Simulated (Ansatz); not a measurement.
A geometry relaxed with PBE0-D3(BJ)/def2-SVP in Ansatz (a first-principles code), charge 0, multiplicity 1:

```xyz
12

H      2.0342     1.7329    -0.2002
B      1.9325     0.5319    -0.1424
H      1.2162    -2.2641     0.0210
H     -2.8372    -0.1751     0.1832
C      0.4157    -1.5243     0.0391
O     -0.8154     1.8307    -0.0272
C     -0.7257     0.4921     0.0241
S     -1.2043    -2.0227     0.1606
H     -1.7402     2.0944     0.0191
H      2.9274    -0.1565    -0.1747
C      0.5681    -0.1475    -0.0288
C     -1.7712    -0.3917     0.1263
```

Task: Write the SMILES of this molecule.

Result: `Bc1cscc1O`
